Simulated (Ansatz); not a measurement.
Start from `FBBF` and change one atom or group to get `CBBF`.

Ansatz, PBE0-D4/def2-TZVP geometries, multiplicity 1. Each molecule was computed in one conformer, which needn't be the lowest.

```csv
property,`FBBF`
"ideal-gas entropy at 298 K and 1 bar (rigid rotor, harmonic PBE0-D4/def2-TZVP) / J/(mol·K)",289
LUMO energy (PBE0/def2-TZVPP) / eV,-1.54
HOMO energy (B3LYP/def2-TZVPP) / eV,-7.97
HOMO–LUMO gap (PBE/def2-TZVPP) / eV,4.09
LUMO energy (B3LYP/def2-TZVPP) / eV,-1.79
LUMO energy (PBE/def2-TZVPP) / eV,-2.56
```

What does the change do to each property? (Estimate.)

Computed: 
```json
{"property": "ideal-gas entropy at 298 K and 1 bar (rigid rotor, harmonic PBE0-D4/def2-TZVP) / J/(mol·K)", "`CBBF`": "311", "shift": "22"}
{"property": "LUMO energy (PBE0/def2-TZVPP) / eV", "`CBBF`": "-1.50", "shift": "0.04"}
{"property": "HOMO energy (B3LYP/def2-TZVPP) / eV", "`CBBF`": "-7.64", "shift": "0.33"}
{"property": "HOMO–LUMO gap (PBE/def2-TZVPP) / eV", "`CBBF`": "3.88", "shift": "-0.21"}
{"property": "LUMO energy (B3LYP/def2-TZVPP) / eV", "`CBBF`": "-1.72", "shift": "0.07"}
{"property": "LUMO energy (PBE/def2-TZVPP) / eV", "`CBBF`": "-2.51", "shift": "0.05"}
```

The zero-point energy changes by 87.3 kJ/mol with +9 modes.

B3LYP here is the variant with VWN-RPA as its local correlation; programs differ in this.
